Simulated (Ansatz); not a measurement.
# A basis-limit estimate, worked out

An elementary step of SiN$_{2}$H$_{8}$O, closed shell (SiNH₅O ([NH2][SiH2][OH]) + NH₃ → SiN₂H₆ ([NH2][SiH2][NH2]) + H₂O; Si–O, H–N broken or loosened, Si–N, O–H formed or tightened). “Start” and “end” are the PBE0-D4/def2-TZVP structures reached by relaxing down either side of its saddle point, with the molecules still in contact.

Computed with Ansatz 0.2.0 (basis: def2-TZVPP and def2-QZVPP); correlated methods freeze the cores.

Energies in eV:

| quantity | end | start |
| --- | --- | --- |
| Hartree–Fock, triple zeta (X = 3) | -12993.91703 | -12994.41847 |
| Hartree–Fock, quadruple zeta (X = 4) | -12994.43559 | -12994.93997 |
| MP2 correlation, X = 3 | -22.59808 | -22.47942 |
| MP2 correlation, X = 4 | -24.30467 | -24.17571 |
| CCSD(T) correlation, X = 3 | -24.39920 | -24.29119 |

Task: Work out the step energy at the basis limit: extrapolate Hartree–Fock as E(X) = E∞ + A exp(−7.88 √X) and the MP2 correlation as E(X) = E∞ + B X^−2.97 (the exponents that Neese and Valeev fitted for def2-TZVPP and QZVPP), then add CCSD(T) − MP2 in triple zeta.

Result: Each step is linear, so take the differences first (end − start): Hartree–Fock 0.50144 (X = 3) and 0.50438 (X = 4); MP2 correlation -0.11866 and -0.12896; CCSD(T) correlation -0.10801.
Two points give E∞ = E(4) + w [E(4) − E(3)], with w = 1/(exp(7.88 (2 − √3)) − 1) = 0.1377 for Hartree–Fock and w = 1/((4/3)^2.97 − 1) = 0.7407 for the correlation.
Hartree–Fock: 0.50438 + 0.1377 × 0.00294 = 0.5048 eV.
MP2 correlation: -0.12896 + 0.7407 × (-0.01030) = -0.1366 eV.
CCSD(T) − MP2: -0.10801 − (-0.11866) = 0.0107 eV.
Sum: 0.5048 + (-0.1366) + 0.0107 = 0.3789 eV, or 8.74 kcal/mol. Plain CCSD(T) in triple zeta gives 0.3934 eV, so the larger basis shifts the result by -0.0145 eV.

No T1 diagnostic of these runs exceeds 0.011.

Labels in which every atom is bracketed show which atoms are joined, not bond orders.

For scale, one of the runs: CCSD(T)/def2-TZVPP, 247 basis functions, launched by `ansatz run in.yaml --threads 4 --pin off --events-out ev --progress --plain --max-ram 9574MiB`. Hardware: 4 CPU threads of an Arm Neoverse V1, shared host. Wall time 2.5 min; peak host memory 5.2 GiB.
